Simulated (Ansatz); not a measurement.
Species: BH2S, charge 0, doublet. BH2S (SMILES [BH]S, doublet).
B3LYP-D3(BJ)/def2-TZVP minimum from Ansatz (a first-principles code):
```xyz
4

B      0.2427    -0.7824     0.9627
H     -0.5037    -1.4518     1.5900
S      0.0372     0.3185    -0.3639
H     -1.3051     0.2677    -0.5810
```
Charge 0, spin multiplicity 2.

Total energies in aug-cc-pV(D+d)Z, 11 correlated electrons, 6 frozen orbitals. Radicals and triplets start from unrestricted determinants; spin-orbit coupling is neglected. Correlated methods leave the cores frozen. No relativity.

```tsv
method	program	energy (Eh)	minus CCSDT(Q) (mEh)
HF	Ansatz	-423.34485	252.25
MP2	Ansatz	-423.55494	42.16
CCSD	Ansatz	-423.58661	10.48
CCSD(T)	Ansatz	-423.59542	1.68
CCSDT(Q)	Ansatz	-423.59709	0.00
```

Rough core times of Ansatz's runs on a shared machine: CCSD(T) under 20 s, CCSDT(Q) 3 min.
